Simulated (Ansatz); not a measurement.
The inner images of a band of CH5BOSi (9 atoms, charge 0, multiplicity 1) are given out of order.

Computed with RKS BLYP-D4/cc-pVDZ (Ansatz 0.2.0).

First end point:

```xyz
9
Properties=species:S:1:pos:R:3
B -0.416 1.750 -0.112
Si 0.525 0.141 0.515
C -0.016 -1.482 -0.320
O -0.432 -1.256 1.039
H -1.605 1.677 -0.321
H 0.182 2.770 -0.369
H 1.916 0.108 1.077
H -0.832 -1.499 -1.068
H 0.765 -2.255 -0.458
```

Last end point:

```xyz
9
Properties=species:S:1:pos:R:3
B -0.416 1.752 -0.111
Si 0.525 0.141 0.509
C -0.014 -1.485 -0.321
O -0.435 -1.253 1.035
H 0.178 2.778 -0.356
H -1.604 1.676 -0.327
H 1.913 0.108 1.078
H -0.826 -1.502 -1.073
H 0.767 -2.260 -0.452
```

**Question.** Put them in order from the first end to the last, with their energies above the first end.
A.
```xyz
9
Properties=species:S:1:pos:R:3
B -0.428 1.783 -0.097
Si 0.483 0.116 0.468
C 0.022 -1.524 -0.343
O -0.475 -1.265 1.000
H 0.186 2.631 -0.705
H -1.604 1.956 0.121
H 1.855 0.149 1.080
H -0.750 -1.583 -1.133
H 0.800 -2.311 -0.408
```
B.
```xyz
9
Properties=species:S:1:pos:R:3
B -0.420 1.806 -0.104
Si 0.474 0.087 0.425
C 0.063 -1.551 -0.364
O -0.553 -1.232 0.947
H -0.001 2.471 -1.025
H -1.397 2.200 0.489
H 1.794 0.183 1.145
H -0.655 -1.621 -1.204
H 0.785 -2.390 -0.327
```
C.
```xyz
9
Properties=species:S:1:pos:R:3
B -0.396 1.790 -0.134
Si 0.621 0.131 0.278
C -0.040 -1.545 -0.270
O -0.444 -1.075 1.040
H -1.415 1.689 -0.778
H -0.050 2.883 0.254
H 2.012 0.121 0.847
H -0.864 -1.638 -1.004
H 0.664 -2.402 -0.250
```
D.
```xyz
9
Properties=species:S:1:pos:R:3
B -0.374 1.786 -0.159
Si 0.658 0.114 0.215
C -0.054 -1.549 -0.251
O -0.453 -0.991 1.049
H -1.215 1.790 -1.030
H -0.231 2.781 0.515
H 2.052 0.123 0.782
H -0.887 -1.654 -0.972
H 0.592 -2.446 -0.166
```
E.
```xyz
9
Properties=species:S:1:pos:R:3
B -0.349 1.797 -0.171
Si 0.640 0.091 0.236
C -0.057 -1.557 -0.259
O -0.478 -0.995 1.057
H -0.885 1.986 -1.239
H -0.482 2.633 0.696
H 2.034 0.128 0.802
H -0.889 -1.654 -0.981
H 0.555 -2.476 -0.159
```
F.
```xyz
9
Properties=species:S:1:pos:R:3
B -0.406 1.783 -0.118
Si 0.570 0.140 0.385
C -0.028 -1.527 -0.295
O -0.442 -1.170 1.036
H -1.536 1.661 -0.531
H 0.090 2.885 -0.054
H 1.961 0.112 0.951
H -0.843 -1.589 -1.042
H 0.722 -2.342 -0.349
```
G.
```xyz
9
Properties=species:S:1:pos:R:3
B -0.379 1.809 -0.144
Si 0.553 0.083 0.334
C 0.014 -1.565 -0.319
O -0.542 -1.111 0.998
H -0.449 2.221 -1.280
H -0.917 2.452 0.731
H 1.901 0.177 1.005
H -0.752 -1.652 -1.112
H 0.659 -2.461 -0.230
```

**Answer.** F (+2.8 kJ/mol), C (+9.3 kJ/mol), D (+15.9 kJ/mol), E (+21.6 kJ/mol), G (+24.3 kJ/mol), B (+18.7 kJ/mol), A (+6.5 kJ/mol).

Run time: 15 min on 1 thread of Intel(R) Xeon(R) Processor @ 2.50GHz (Skylake/Cascade Lake) (shared host), peak memory 0.13 GiB.
